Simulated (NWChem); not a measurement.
Molecule: 1,2,4-triazole (C$_{2}$H$_{3}$N$_{3}$); SMILES c1nc[nH]n1

Results from NWChem. B3LYP is NWChem's, with the RPA form of VWN correlation. Each level has its own optimisation; frequencies are unscaled. Brackets give each atom's bonded neighbours.

For level B3LYP/3-21G:

- r C–N [C(HNN)–N(CN)] (Å) = 1.340
- highest harmonic frequency (cm⁻¹) = 3608
- lowest (cm⁻¹) = 617
- zero-point energy (kcal/mol) = 36.9

Task: How do the values read with level Hartree-Fock/3-21G instead?

Result: 
- r C–N [C(HNN)–N(CN)] (Å) = 1.305
- highest harmonic frequency (cm⁻¹) = 3880
- lowest (cm⁻¹) = 698
- zero-point energy (kcal/mol) = 40.2
